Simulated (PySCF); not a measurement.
Do core-level shifts follow atomic charges?

Compound: C7H4NO (charge -1).
Numbering: `[N:1]#[C:2][c:3]1[cH:4][cH:5][cH:6][c:7]([O-:8])[cH:9]1`

Cartesian coordinates in Å at the PBE0-D3(BJ)/def2-SVP level; atoms count from 1:
```xyz
13
C7H4NO angstrom
N      3.7396   -0.5044   -0.3078
C      2.5916   -0.3187   -0.3300
C      1.1783   -0.0770   -0.3568
C      0.7176    1.2563   -0.3597
C     -0.6676    1.4517   -0.3856
C     -1.5571    0.3896   -0.4071
C     -1.1396   -1.0005   -0.4044
O     -1.9374   -1.9598   -0.4227
C      0.3009   -1.1630   -0.3784
H      1.4218    2.0893   -0.3423
H     -1.0591    2.4761   -0.3888
H     -2.6375    0.5669   -0.4271
H      0.6889   -2.1850   -0.3757
```

Binding energies: delta-SCF UKS SCAN, pcX-2 on the ionised atom, pcseg-1 elsewhere, spin-free X2C (PySCF 2.14.0). Charges: PBE0/pcSseg-1 ground-state density, for the ionised atom.

```tsv
atom	environment	C 1s (eV)	Mulliken (e)	IAO (e)	Hirshfeld (e)	ESP (e)
C6	aromatic CH carbon	285.19	-0.219	-0.256	-0.114	-0.460
C9	aromatic CH carbon	285.27	-0.130	-0.249	-0.106	-0.501
C4	aromatic CH carbon	285.61	-0.072	-0.248	-0.124	-0.436
C5	aromatic CH carbon	286.17	-0.077	-0.161	-0.089	-0.041
C3	substituted aromatic carbon	287.03	-0.224	-0.069	-0.032	+0.062
C7	aromatic carbon bearing oxygen	287.18	+0.281	+0.285	+0.046	+0.687
```

Q: How well does each charge scheme correlate with the binding energies over these sites?

A: ESP: r = 0.92, slope 1.7 eV per e; Hirshfeld: r = 0.90, slope 11.9 eV per e; IAO: r = 0.85, slope 3.5 eV per e; Mulliken: r = 0.52, slope 2.4 eV per e. On 6 points no scheme stands out.

Q: The point-charge model writes a binding energy as kq + V + constant, with V the potential of the other atoms' charges at the site. What does it give with the IAO charges?

A: V = Σ 14.40 eV Å × q/r over all other atoms: -2.79 eV at C6, -2.67 eV at C9, -2.99 eV at C4, -4.42 eV at C5, -5.81 eV at C3, -12.56 eV at C7. Fitting binding energy − V to q gives k = 21.6 eV per e and leaves an rms residual of 0.35 eV, against 0.42 eV for the fit on q alone. The model has no term for differences in relaxation between sites.

The unrestricted hole states depart most from a pure doublet (⟨S²⟩ = 0.75; over 0.85 named) for C 1s of C5 (0.94) and C 1s of C7 (0.96), which makes these values less certain. The species carries charge -1, so core ionisation leaves a neutral species. The basis sets have no added diffuse functions. Geometry: PBE0-D3(BJ)/def2-SVP; no solvent, vibrations or thermal averaging.
